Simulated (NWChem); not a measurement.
## Basis-set convergence for BeCl2

SMILES: [Cl][Be][Cl]
```xyz
3

Be     0.0000     0.0000     0.0000
Cl     0.0000     0.0000     1.8144
Cl     0.0000     0.0000    -1.8144
```
Charge 0, spin multiplicity 1.

Everything below was run with NWChem. Structure: optimised with PBE/def2-SVP, a minimum by its harmonic frequencies.

Quantity: vertical ionisation energy at the level ΔPBE (Δ: difference of total energies, the cation a doublet at the parent's geometry with its hole in an orbital of symmetry b2g (D2h labels); it is the state that the SCF runs reached, from PBE0 orbitals for Hartree-Fock references, and need not be the lowest).

The Pople sets run with spherical d functions. The structure started from a generated list of species. No SCF solution was tested for a lower state.

| basis | functions | vertical ionisation energy (eV) |
|---|---|---|
| pcseg-1 | 45 | 11.60 |
| 6-31+G* | 62 | 11.53 |
| aug-pcseg-1 | 67 | 11.53 |
| 6-311++G** | 82 | 11.54 |
| def2-TZVP | 93 | 11.45 |
| def2-TZVPP | 103 | 11.45 |
| def2-TZVPD | 114 | 11.48 |
| aug-cc-pVTZ | 146 | 11.49 |
| cc-pVQZ | 173 | 11.48 |

Smallest basis within 0.1 eV of cc-pVQZ, the largest set run: 6-31+G*, with 62 functions against 173 and about 10 % of the time (also within reach: aug-pcseg-1, 6-311++G**, def2-TZVP, def2-TZVPP, def2-TZVPD, aug-cc-pVTZ). cc-pVQZ isn't the basis-set limit itself, and a small set can land close by cancellation.
